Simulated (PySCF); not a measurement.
## Substituent chemical shifts

Parent skeleton `[CH3:1][C:2](=[O:3])[CH:4]1[CH2:5][CH:6]1[SiH3:7]`; one hydrogen on atom 6 is replaced by X. Hydrogens on one atom are averaged.

Level of theory: GFN2-xTB geometry, NMR shieldings at PBE0/pcSseg-1/GIAO, in PySCF 2.14 (isolated molecule, fast rotation and ring inversion assumed for equivalent nuclei, non-relativistic, single conformer).

Referencing at the same level of theory: ¹³C (σ = 186.93 ppm), ²⁹Si (σ = 349.16 ppm), ¹H (σ = 31.72 ppm) against TMS; ¹⁷O (σ = 336.08 ppm) vs H2O.

Question: Order these by the shift of C1, most shielded first.
A. X = propynyl
B. X = cPr
C. X = CH2NH2

Answer: B (30.0 ppm), C (33.0 ppm), A (35.5 ppm).

Question: Order these by the shift of C4, most shielded first.
A. X = CH2NH2
B. X = SOCH3
C. X = propynyl
D. X = CHO

Answer: B (24.9 ppm), A (29.8 ppm), C (32.7 ppm), D (37.8 ppm).

Question: Order these by the shift of H(C4), most shielded first.
A. X = propynyl
B. X = cPr
C. X = CH2NH2
D. X = SOCH3

Answer: B (1.31 ppm), A (1.88 ppm), D (2.61 ppm), C (2.89 ppm).

Unscaled 17O shifts of doubly bonded oxygen tend to come out too high, by tens of ppm or more. Experimental scales use liquid or dissolved standards, which lie at an offset from isolated H2O (liquid H2O: subtract about 36 ppm).
